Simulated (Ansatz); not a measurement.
Geometry optimisation, RKS PBE-D4/def2-SVP in Ansatz 0.2.0.

input.yaml

```yaml
crystal:
  periodic: [false, false, false]
  atoms:
    - { symbol: In, position_ang: [0.459994, 0.679608, -0.355416] }
    - { symbol: O, position_ang: [-0.205923, -0.129192, 2.640266] }
    - { symbol: H, position_ang: [-1.141075, -0.294983, 2.406141] }
    - { symbol: Cl, position_ang: [2.140496, -0.687354, -1.298673] }
    - { symbol: Cl, position_ang: [-1.76417, 0.008986, -0.855652] }
    - { symbol: P, position_ang: [0.75409, 2.697354, 1.084827] }
    - { symbol: H, position_ang: [2.164643, 2.780303, 0.808029] }
    - { symbol: H, position_ang: [0.394538, 3.598219, 0.019089] }
    - { symbol: H, position_ang: [-0.175494, 0.86076, 2.712689] }
basis:
  gaussian: { orbitals: def2-SVP }
hamiltonian:
  xc: pbe
  dispersion: d4
relax:
  f_tol: 0.03
  max_steps: 50
```

Launched with:

```bash
$ ansatz run input.yaml --threads 4 --pin off --max-ram 5120MiB --backend cpu --events-out ev --progress --plain --runs-dir out
```

Where does it end, and by what steps?

It converged. The force dipped under the threshold on the way, but the program's further checks kept it going. After 11 steps the energy has fallen by 0.491 eV; H3 moved furthest, 0.67 Å. Joined: In1–O2 (3.17 → 2.37 Å).

```tsv
step	energy less start (eV)	largest force component (eV/Å)	accepted
0	0.0000	0.633	yes
1	-0.1178	1.202	yes
2	-0.2743	1.165	yes
3	-0.3362	1.491	yes
4	-0.4140	0.395	yes
5	-0.4333	0.953	yes
6	-0.4427	1.062	yes
7	-0.4740	0.493	yes
8	-0.4832	0.155	yes
9	-0.4902	0.026	yes
10	-0.4905	0.035	yes
11	-0.4910	0.013	yes
```

```xyz
9
Properties=species:S:1:pos:R:3
In 0.487 0.776 0.186
O -0.221 -0.337 2.160
H -1.118 -0.493 1.769
Cl 2.042 -0.789 -0.685
Cl -1.807 0.232 -0.392
P 1.009 3.098 1.012
H 2.282 3.088 0.336
H 0.329 3.660 -0.129
H -0.375 0.279 2.904
```

Time of the run: 19 s on 4 threads of Arm Neoverse V1 (shared host), peak memory 0.18 GiB.
